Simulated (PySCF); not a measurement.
**Working out the ionisation energy of Ni**

Ni [Ar] 3d8 4s2 (3F) → Ni⁺ [Ar] 3d9 (2D). Calculation: PySCF 2.14, in aug-cc-pVDZ (7s6p4d2f, 59 functions); the non-relativistic Hamiltonian (point nucleus). Frozen: [Ar]. Energies in hartree (1 hartree = 27.21139 eV):

| part | Ni (lower) | Ni⁺ (upper) |
| --- | --- | --- |
| UHF | -1506.876367 | -1506.594457 |
| CCSD correlation | -0.277982 | -0.290781 |
| (T) | -0.008731 | -0.008114 |

Question: What does Hartree-Fock give?

Answer: (-1506.594457) − (-1506.876367) = 0.281910 hartree = 7.671 eV.

Question: What do CCSD and CCSD(T) give?

Answer: The CCSD correlation energies differ by -0.012799 hartree = -0.348 eV and the triples by 0.000617 hartree = 0.017 eV, so CCSD gives 7.323 eV and CCSD(T) 7.340 eV.

Reference: 7.640 eV (measured; NIST Atomic Spectra Database, ionization energies), between the lowest levels; spin-orbit coupling is absent from the calculation.

The calculation is non-relativistic.

A double-zeta basis recovers only part of the correlation energy.

What remains against the reference includes basis incompleteness, the frozen core and higher excitations.
